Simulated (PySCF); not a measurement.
A geometry optimisation on `[C@@H](CC)(C#N)C(CC)(C)C`.

Method: PBE0-D3(BJ)/def2-SVP geometry optimisation, gas phase (PySCF 2.14.0). Start geometry: GFN2-xTB. A driver script takes a list of jobs; this job's settings line and coordinates (Å) are shown.

Input:
```
{"job": {"xc": "PBE0", "basis": "def2-SVP", "d3": "d3bj", "grid": 1, "kind": "geom"}, "charge": 0, "multiplicity": 1}
C      2.883950     0.983546     0.227156
C      1.669422     0.352064    -0.444955
C      0.609455    -0.058296     0.592007
C      1.181763    -1.075440     1.443084
N      1.654628    -1.880718     2.103997
C     -0.737284    -0.565751     0.008337
C     -1.663996    -0.905022     1.182056
C     -0.512742    -1.837389    -0.817238
C     -1.399605     0.488551    -0.898333
C     -1.614065     1.863268    -0.273332
H      3.624803     1.262313    -0.518721
H      2.599445     1.878769     0.777967
H      3.343568     0.285712     0.923964
H      1.233534     1.068628    -1.141622
H      1.987994    -0.524582    -1.011544
H      0.398417     0.806630     1.232918
H     -1.259911    -1.736445     1.755755
H     -1.779238    -0.058326     1.854980
H     -2.648548    -1.188077     0.816377
H     -1.469439    -2.254745    -1.123799
H      0.064779    -1.628377    -1.714813
H      0.014866    -2.587920    -0.232079
H     -0.806696     0.603701    -1.808298
H     -2.370158     0.089669    -1.203105
H     -2.150257     2.499977    -0.973731
H     -0.669603     2.348860    -0.040146
H     -2.204975     1.795824     0.636117
```

Output:
```
step   0  E = -407.17381632  max force = 0.025943
step   1  E = -407.17701351  max force = 0.002328
step   2  E = -407.17706586  max force = 0.000411
step   3  E = -407.17707618  max force = 0.000317
optimisation converged
```

Energies in Eh; «max force» is the largest Cartesian gradient component in Eh/bohr.

**Question.** Give the first gradient maximum in eV/Å.

**Answer.** With 1 Eh/bohr = 51.422 eV/Å, 1.334 eV/Å.

**Question.** How much energy does the optimisation release, in eV?

**Answer.** E(step 0) − E(last step) = 0.003260 Eh, which is 0.089 eV.

Summary of the converged run: final energy -407.17708 Eh after 3 steps; dipole 3.98 D.

On one thread, Arm Neoverse V1, no GPU (shared host), this took 2.2 min.
Labels such as C1 count atoms from 1, the log's own numbers from 0.
